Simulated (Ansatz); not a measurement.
Reaction (isomerisation): `FC[SiH2]NP` → `C[Si](N)(F)P`

Gas-phase electronic energies from Ansatz, PBE0-D4/def2-TZVP geometries. CCSD(T)/CBS adds triple-zeta CCSD(T) − MP2 to the extrapolated MP2 energy (def2 sets, frozen cores). Functionals use def2-TZVPP. B3LYP here is the variant with VWN-RPA as its local correlation; programs differ in this. One conformer a species, not always the lowest.

Question: Is it downhill or uphill in electronic energy at CCSD(T)/CBS, and by how much? (An estimate is asked.)

Answer: Ansatz gave: Downhill: ΔE = -77.0 kcal/mol.

Question: What do these levels give: PBE-D4, B3LYP-D4, ωB97X-V, SCS-MP2/def2-TZVPP, CCSD/def2-TZVPP, CCSD(T)/def2-TZVPP? (An estimate is asked.)

Answer: Computed: PBE-D4 -74.8, B3LYP-D4 -73.7, ωB97X-V -73.5, SCS-MP2/def2-TZVPP -74.7, CCSD/def2-TZVPP -75.2, CCSD(T)/def2-TZVPP -75.7 kcal/mol.

Largest T1 diagnostic among the species: 0.012.

From PBE to PBE0 (25 % exact exchange), in def2-TZVPP and without D4, ΔE moves by −1.1 kcal/mol. In def2-TZVPP, CCSD(T) changes the Hartree–Fock value by −4.6 kcal/mol (the triples alone add −0.4 kcal/mol) and MP2 by −7.3 kcal/mol.
